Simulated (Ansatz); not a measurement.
Ge₃H. The state is a doublet with charge 0. Geometry PBE0-D4/def2-SVP; atoms count from 1.

Cartesian coordinates in Å:
```
Ge 1.1084 1.4856 -0.1963
Ge 0.8929 -0.9192 0.2221
Ge -1.1606 0.5604 -0.1748
H -0.8406 -1.1267 0.1490
```

The structure comes from a short search, and lower isomers may exist.

Q: Estimate the Mulliken populations from the PBE0/def2-TZVP orbitals of Ansatz.

A: 
```tsv
atom	charge (e)	spin (α − β)
Ge1	-0.02	0.52
Ge2	-0.01	0.25
Ge3	-0.01	0.25
H4	0.05	-0.03
```
Mulliken values and Mayer orders depend strongly on the basis.

Q: Where does the spin sit?

A: Summed by element: Ge 1.03, H -0.03, of 1 unpaired in all. Largest on single atoms: Ge1 0.52, Ge3 0.25, Ge2 0.25.

Q: And the Mayer bond orders between bonded heavy atoms (over 0.3)?

A: Ge1–Ge2 1.17 (2.45 Å); Ge1–Ge3 1.17 (2.45 Å); Ge2–Ge3 1.04 (2.56 Å).
